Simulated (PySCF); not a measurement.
Computed properties of C₄H₉FSi, SMILES CC/C=C(\F)[SiH3]

C4H9FSi, SMILES C(/CC)=C(\[SiH3])F. The structure is a stationary point at PBE0-D3(BJ)/def2-SVP. The structure was generated by enumeration; whether it is a known compound was not checked. The values are those of a single conformer. All values are computed for the isolated molecule unless a solvent is named; none is compared with measurement here.

**Structure.** All 39 harmonic modes at PBE0-D3(BJ)/def2-SVP (PySCF) are real, so it is a minimum. With heavy atoms numbered as in [CH3:1][CH2:2]/[CH:3]=[C:4](\[F:5])[SiH3:6], the shortest bond between them is C3–C4 at 1.338 Å and the longest C4–Si6 at 1.880 Å.

**Vibrations.** The strongest infrared lines (harmonic, unscaled, degenerate partners summed) lie at 913 cm⁻¹ (179 km/mol, H 76 %, C 20 %), 2241 cm⁻¹ (101 km/mol, H 96 %), 2250 cm⁻¹ (97 km/mol, H 96 %). The softest mode is at 54 cm⁻¹ and the zero-point energy is 73.1 kcal/mol.

**Electronic structure.** r2SCAN/def2-TZVP (PySCF) places the frontier levels at -6.33 and -0.94 eV, a gap of 5.39 eV, and gives a dipole moment of 1.42 D and a mean polarisability of 79.7 bohr³. PBE/def2-TZVP (PySCF) at the same geometry gives -6.12 and -1.14 eV, so its gap is 0.41 eV narrower. An orbital gap is neither the optical nor the fundamental gap.

**Excitations.** TDA-PBE0/def2-SVPD (PySCF) has S1 at 6.49 eV (191 nm, f = 0.015, weak); the most intense of the 10 singlets computed lies at 6.99 eV (f = 0.62). T1 (TDA) is at 4.11 eV, 2.38 eV under S1. TDA-PBE/def2-SVPD (PySCF) puts S1 at 5.86 eV. No vertical singlet excitation falls in the visible range (under 3.1 eV).

**NMR.** GIAO shifts at PBE0/pcSseg-1 (PySCF) (non-relativistic, atoms alike by connectivity averaged): ¹³C from 18.0 to 167.6 ppm against TMS; ¹H from 1.3 to 5.7 ppm against TMS; ²⁹Si at -73.8 ppm against TMS; ¹⁹F at -121.0 ppm against CFCl3.

**Solvation.** SMD-B3LYP/6-31G* (PySCF) gives 2.8 kcal/mol in water, -0.5 kcal/mol in dimethylsulfoxide, -2.4 kcal/mol in benzene (1 M in both phases, gas-phase geometry); of these solvents benzene holds the molecule best.
